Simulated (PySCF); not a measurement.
# Hg: ionisation energy

Hg [Xe] 4f14 5d10 6s2 (1S) → Hg⁺ [Xe] 4f14 5d10 6s1 (2S), as a difference of total energies. All numbers are calculated (PySCF 2.14, scalar relativity by spin-free X2C-1e, in ANO-RCC-VTZP (8s7p5d3f1g, 84 functions)). Correlated levels: valence and next inner shell: [Kr] 4d10 4f14 frozen. The calculations carry no spin-orbit coupling.

```
                                method  ionisation energy (eV)  error (eV)
                                   UHF                   8.499      -1.939
    MP2 (valence and next inner shell)                  10.490      +0.052
SCS-MP2 (valence and next inner shell)                  10.370      -0.068
   CCSD (valence and next inner shell)                  10.137      -0.301
CCSD(T) (valence and next inner shell)                  10.293      -0.145
```

Reference: 10.438 eV (measured; NIST Atomic Spectra Database, ionization energies).

Errors of the correlated levels include the incompleteness of this basis and the frozen core.
